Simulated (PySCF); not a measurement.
Al(H)2(OH)(NH3), H6AlNO, singlet, CAM-B3LYP/def2-SVP optimised geometry.

```
9

Al    -0.63    -0.83     0.00
H     -1.38    -1.17    -1.37
H     -1.38    -1.17     1.37
O      1.11    -0.83     0.00
H      1.66    -1.60     0.00
N     -0.72     1.22     0.00
H     -0.22     1.57     0.82
H     -1.66     1.60     0.00
H     -0.23     1.57    -0.82
```

Density from CAM-B3LYP/def2-TZVP in PySCF 2.14.0 at that geometry.

Minimum of the electron density along straight lines between bonded atoms, close to the bond critical point (lines longer than 1.1 times the sum of covalent radii, or with two minima, are not listed):

```tsv
bond	length / Å	ρ at the minimum / e bohr⁻³	∇²ρ there / e bohr⁻⁵	position (fraction from the first atom)
Al1–H2	1.600	0.080	0.19	0.50
Al1–H3	1.600	0.080	0.19	0.50
Al1–O4	1.735	0.099	0.68	0.43
O4–H5	0.959	0.356	-2.38	0.80
Al1–N6	2.043	0.053	0.25	0.41
N6–H7	1.022	0.329	-1.65	0.74
N6–H8	1.021	0.330	-1.64	0.74
N6–H9	1.022	0.329	-1.65	0.74
```
